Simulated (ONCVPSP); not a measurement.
**Co, ONCV: configuration errors across variants**

cobalt, optimised norm-conserving Vanderbilt (ONCV), made with ONCVPSP 4.0.1 (PBEsol, scalar-relativistic). Core [Ar], reference 3d7 4s1 4p1. Waves: 4s: rc 1.95 bohr, ncon 4, nbas 7, qcut 3.2 1/bohr, 2 projectors, debl 2.2 Ha; 4p: rc 2.30 bohr, ncon 4, nbas 8, qcut 4.2 1/bohr, 2 projectors, debl 3.3 Ha; 3d: rc 1.15 bohr, ncon 4, nbas 9, qcut 11.9 1/bohr, 2 projectors, debl 1.6 Ha. Local part: polynomial inside 1.00 bohr (lpopt 5, dvloc0 0 Ha). Core correction: none.

All-electron excitation energies from the reference (eV): (1) 3d7 4s2 4p0 -4.383; (2) 3d7 4s1 4p0 4.663; (3) 3d7 4s0 4p0 21.360; (4) 3d8 4s0 4p0 2.040.

A true bound ghost makes a file unfit for plane-wave use even where its test errors are small: the radial tests pick states by their node count and pass the ghost by.

Errors AE − PS in meV (a dash: test not solved or not reliable):

| change | (1) | (2) | (3) | (4) | bound ghosts | GHOST(+) flags above zero |
| --- | --- | --- | --- | --- | --- | --- |
| base | +0.2 | -2.4 | +8.9 | -154 | s | p |
| p: qcut 3.4 | +0.2 | -2.3 | +8.9 | -152 | s | p |
| p: qcut 4 | +0.2 | -2.4 | +8.9 | -154 | s | p |
| p: qcut 4.3 | +0.2 | -2.4 | +8.9 | -154 | s | p |
| p: qcut 5.2 | +0.2 | -2.4 | +9.0 | -153 | s | p |
| p: qcut 5.4 | +0.2 | -2.4 | +9.0 | -153 | s | p |
| p: qcut 6.2 | +0.2 | -2.3 | +9.1 | -152 | s | p |

**Question.** Give the same row for: p: qcut 2.7.

**Answer.** +0.4, -2.2, +8.7, -150; bound ghosts: s; GHOST(+) flags above zero: p.
